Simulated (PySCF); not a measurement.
Vertical excitation energies

Species: C3H11NSi2.
Geometry (GFN2-xTB, Å), atoms numbered from 1 in this order:
```xyz
17
C3H11NSi2 angstrom
C      2.6166   -0.5532    0.1740
C      1.4029   -0.8605   -0.2493
C      0.5760   -0.0113   -1.1393
Si    -0.8831    0.7759   -0.1760
N     -0.1324    1.5409    1.1750
Si    -2.3959   -0.7626    0.6392
H      3.1694   -1.1905    0.8426
H      3.1121    0.3520   -0.1399
H      0.9343   -1.7784    0.0839
H      1.1910    0.7696   -1.5874
H      0.1671   -0.6139   -1.9514
H     -1.4911    1.7314   -1.1369
H      0.7682    1.9791    1.0685
H     -0.6873    2.0440    1.8469
H     -1.9741   -2.1571    0.4673
H     -3.6894   -0.6512   -0.0452
H     -2.6913   -0.6021    2.0664
```

Method used: TDDFT PBE0/def2-SVPD, vertical, gas phase, core orbitals frozen in the response (PySCF).

Q: List the vertical singlet excitations with oscillator strengths and describe the spectrum.

A: 

```
state  E (eV)  E (hartree)       f  main configurations (H = HOMO, L = LUMO)
   S1    5.67       0.2083  0.0095                    H-1→L (66%), H→L (32%)
   S2    5.96       0.2192   0.059                    H→L (64%), H-1→L (31%)
   S3    6.11       0.2245  0.0083                H→L+1 (54%), H-1→L+1 (30%)
   S4    6.28       0.2309   0.022                H-1→L+1 (55%), H→L+1 (27%)
   S5    6.46       0.2372  0.0063                H-1→L+2 (53%), H→L+2 (20%)
   S6    6.60       0.2426   0.017                H→L+3 (76%), H-1→L+2 (10%)
```

Triplets, Tamm–Dancoff:

| state | E (eV) | λ (nm) | main configurations (H = HOMO, L = LUMO) |
| --- | --- | --- | --- |
| T1 | 4.27 | 290.2 | H→L+1 (34%), H→L+2 (34%), H→L (9%) |
| T2 | 5.26 | 235.8 | H-1→L (56%), H→L (33%) |

The lowest singlet lies at 5.67 eV (219 nm, ultraviolet) and is weak; its leading configuration is HOMO-1→LUMO (66%). The most intense listed level is S2 at 5.96 eV (208 nm, f = 0.059), 0.30 eV above S1. Löwdin shares by element: HOMO carbon 64%, nitrogen 11% (atoms not listed hold the other 25%); LUMO silicon 56%, nitrogen 6%, hydrogen 6% or more (atoms not listed hold the other 32%). Of the 6 states listed, 3 reach f = 0.01 and none stays under 0.0005. The oscillator strengths of these states sum to 0.122; summed over the whole spectrum of an exact calculation they would give the number of electrons, 64 (Thomas–Reiche–Kuhn). Weighted by f, the mean energy of these states is 6.12 eV. The window holds the lowest 6 singlets.

One conformer stands for the species.
